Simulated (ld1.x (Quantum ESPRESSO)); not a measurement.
# Sb (Z = 51): one change to a TM potential, before and after

* Element: antimony
* Generator: ld1.x (Quantum ESPRESSO) 7.5
* Type: norm-conserving Troullier–Martins (Kleinman–Bylander form)
* Functional: PBEsol
* Relativity: scalar-relativistic
* Frozen core: [Kr] 4d10
* Valence charge: 5
* Reference configuration: 5s2 5p1 (charge +2)
* Partial waves: 5p (bound): rc 1.70 bohr; 5d channel at -0.05 Ry: rc 1.95 bohr; 5s (bound): rc 1.80 bohr
* Local potential: the s channel
* Core correction: a·sin(br)/r model core, default radius (core density twice the valence density)

Change: functional PW91.

Cutoffs: the cutoffs (Ry, on a coarse ladder) from which the occupation-weighted sum of valence levels, in a spherical-Bessel basis at the reference potential, stays within 10 and 1 mRy of its value at 400 Ry; they do not see the model core or the augmentation charge, which bear on the density cutoff. Errors are all-electron minus pseudo energies relative to the spin-unpolarised reference configuration.

Q: How do hardness, ghosts and transferability respond?

A: The potential gets neither clearly harder nor softer (35 Ry and 55 Ry → 35 Ry and 55 Ry); both files keep a bound ghost (d, p); of the 7 tests that both files solve, the error grows in 2 and shrinks in 0 by more than 15 % and 0.3 meV (median size 15.9 → 14.9 meV).

```tsv
quantity	base	changed
cutoff, loose	35 Ry	35 Ry
cutoff, tight	55 Ry	55 Ry
bound ghosts	p, d	p, d
error for 5s2 5p3, meV [ΔE -24.36 → -24.42 eV]	-21	-20
error for 5s2 5p2, meV [ΔE -16.01 → -16.05 eV]	-8.7	-8.1
error for 5s2 5p0, meV [ΔE 24.44 → 24.51 eV]	-40	-38
error for 5s2 5p2.5, meV [ΔE -21.08 → -21.13 eV]	-16	-15
error for 5s1 5p0, meV [ΔE 68.78 → 68.91 eV]	-294	-269
error for 5s0 5p5, meV [ΔE -7.86 → -7.93 eV]	-0.9	+1.8
error for 5s1 5p3, meV [ΔE -7.25 → -7.29 eV]	+1.0	+1.6
s: phases at 2.14 bohr within 0.05 rad from the reference energy up to (Ry; the scan ends near 5)	2.6	2.6
p: phases at 2.14 bohr within 0.05 rad from the reference energy up to (Ry; the scan ends near 5)	4.3	4.3
d: phases at 2.14 bohr within 0.05 rad from the reference energy up to (Ry; the scan ends near 5)	0.7	0.7
```

 A true bound ghost makes a file unfit for plane-wave use even where its test errors are small: the radial tests pick states by their node count and pass the ghost by.
